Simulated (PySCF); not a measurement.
# EPR parameters of [C4H9FO2Si]-

Species: C4H9FO2Si (charge -1 and doublet state).
SMILES with atom numbers: `[CH3:1][O:2][Si@@H:3]([F:4])[CH-:5][CH:6][CH2:7][OH:8]` (hydrogens: H9, H10, H11 on C1; H12 on Si3; H13 on C5; H14 on C6; H15, H16 on C7; H17 on O8)

Geometry (GFN2-xTB, Å), atoms numbered from 1 in this order:
```
atom  x, y, z in Å
C1     1.8878    1.6607    0.1030
O2     0.8938    0.8212    0.5612
Si3    0.9576   -0.8509    0.6079
F4     1.8617   -1.2414    1.9424
C5    -0.7339   -1.4575    0.8067
C6    -1.8211   -1.2166   -0.0509
C7    -1.7736   -0.1673   -1.0919
O8    -1.6959    1.1899   -0.6007
H9     2.4150    1.2323   -0.7593
H10    1.4380    2.6122   -0.2010
H11    2.6305    1.8566    0.8891
H12    2.0555   -1.1342   -0.3904
H13   -0.8519   -2.3151    1.4658
H14   -2.7864   -1.6494    0.1785
H15   -2.6703   -0.1841   -1.7234
H16   -0.8850   -0.3179   -1.7400
H17   -0.9288    1.1736   -0.0070
```

The hyperfine couplings belong to this conformer and change with its torsions.

Level of theory: UKS B3LYP, pcH-1 on C F H O Si, non-relativistic, mean-field spin-orbit, GIAO (PySCF). Whether the extra electron is bound in the gas phase wasn't checked; a finite basis holds it in any case. The geometry wasn't refined by DFT: couplings that depend on bond lengths, twists or pyramidal angles can differ widely from those at the functional's own minimum, by a factor of two or more for some ions and for spin on atoms past the first row. The SCF solution wasn't tested for stability.

```
g1, g2, g3                      : 2.00219, 2.00255, 2.00318
g_iso                           : 2.00264
Form of g                       : rhombic: the two nearest values differ by 36 % of g3 − g1
⟨S²⟩                            : 0.7535 (exact 0.7500)
HOMO–LUMO gap, α and β orbitals : 2.77, 5.64 eV
Total energy                    : -697.72463 Eh
Basis functions                 : 300
```

Isotropic coupling and dipolar principal values T1 to T3, in 10⁻⁴ cm⁻¹ (1 × 10⁻⁴ cm⁻¹ = 2.998 MHz):

```csv
atom,isotope,a_iso,of which spin–orbit,T1,T2,T3,Mulliken spin population
C1,13C,0.4,0.0,-0.2,-0.2,0.4,0.00
O2,17O,-5.7,0.0,-0.9,0.4,0.6,0.00
Si3,29Si,-2.2,0.1,-8.4,4.1,4.3,0.18
F4,19F,10.3,0.0,-4.5,-4.1,8.6,0.00
C5,13C,7.5,0.0,-6.2,-4.8,11.0,0.19
C6,13C,16.7,0.0,-15.8,-15.6,31.4,0.57
C7,13C,-6.4,0.0,-0.7,0.2,0.5,0.00
O8,17O,-11.9,0.0,-4.8,2.3,2.5,0.03
H9,1H,0.3,0.0,-0.4,-0.1,0.5,0.00
H10,1H,-0.2,0.0,-0.3,-0.2,0.5,0.00
H11,1H,-0.1,0.0,-0.2,-0.2,0.5,0.00
H12,1H,16.7,0.0,-1.1,-0.6,1.7,0.04
H13,1H,-1.0,0.0,-2.5,-0.3,2.8,-0.01
H14,1H,-11.8,0.0,-7.8,0.2,7.6,-0.03
H15,1H,1.1,0.0,-1.6,-0.8,2.4,0.00
H16,1H,7.8,0.0,-1.3,-0.9,2.2,0.02
H17,1H,-1.1,0.0,-1.9,0.5,1.4,0.00
```

The largest Mulliken spin populations are on C6 (+0.57), C5 (+0.19) and Si3 (+0.18). Three atoms exceed +0.15. The angles at C6 add up to 358.7°, so it is planar.

The SMILES `CO[Si@@H](F)[CH-][CH]CO` draws the unpaired electron on C6, whose computed spin population is only +0.57.

Axes: g2 points within 12° of the C5–C6 bond.

Under fast tumbling the dipolar parts average out, and these isotropic splittings remain (the largest six): 1 × 1H (H12, I = 1/2, 2 lines) with 1.79 mT, 1 × 1H (H14, I = 1/2, 2 lines) with 1.27 mT, 1 × 19F (F4, I = 1/2, 2 lines) with 1.10 mT, 1 × 1H (H16, I = 1/2, 2 lines) with 0.84 mT, 1 × 1H (H17, I = 1/2, 2 lines) with 0.12 mT and 1 × 1H (H15, I = 1/2, 2 lines) with 0.12 mT.

The 17O coupling of O8 (-35.6 MHz) shows only in satellite lines or after enrichment, since that isotope makes up about 0.038 % of natural oxygen.

The 13C coupling of C6 (50.2 MHz) shows only in satellite lines or after enrichment, since that isotope makes up about 1.07 % of natural carbon.
